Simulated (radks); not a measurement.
Values are calculated unless marked as measured or tabulated.
Q: The table gives one normalised radial function P(r) = r R(r) (large component) of Re61+ in [Ne] 3s2 3p2 (r in bohr). Code: a radial shooting solver on a logarithmic mesh with Libxc functionals. Model: Dirac Kohn-Sham, relativistic LDA (MacDonald-Vosko exchange, VWN5 correlation), spin-unpolarised, spherical densities, finite nucleus; open shells fill j = l - 1/2 first; Fermi nuclear charge, rms radius 5.3698 fm.

r            P
0.0008291   0.0317
0.001029    0.0397
0.001277    0.0501
0.001585    0.0636
0.001967    0.0813
0.002442    0.1046
0.00303     0.1355
0.003761    0.1766
0.004668    0.2311
0.005793    0.3032
0.007132    0.3935
0.008852    0.5139
0.01099     0.6654
0.01363     0.8493
0.01692     1.0611
0.021       1.2854
0.02607     1.4901
0.03235     1.6217
0.04015     1.6047
0.04983     1.3535
0.06185     0.8007
0.07676    -0.0532
0.09526    -1.0880
0.1182     -2.0477
0.1467     -2.6123
0.1821     -2.5655
0.226      -1.9664
0.2805     -1.1494
0.3482     -0.4900
0.4321     -0.1430
0.5363     -0.0263

Which n and l does it have? It may be an empty orbital.

A: n = 3, l = 1: the number of nodes gives n - l - 1 = 1, the rise at small r points to l (for j = l - 1/2 the large component starts outside the nucleus as r^gamma with gamma = sqrt(l^2 - (Z/c)^2) = 0.84 and the r^(l+1) term takes over further out; the orbital of l - 1 with the same j starts with the same power, but with a larger coefficient, and does not steepen), and the extent must fit the shell. The curve is that of 3p1/2; the two j differ most near the nucleus, where j = l - 1/2 has the larger amplitude, and in heavy atoms j = l - 1/2 is also the more compact. 3p1/2: eigenvalue -6751.4 eV, 1 radial node at r = 0.0759 bohr, <r> = 0.170 bohr, 90 % of the charge inside 0.254 bohr.
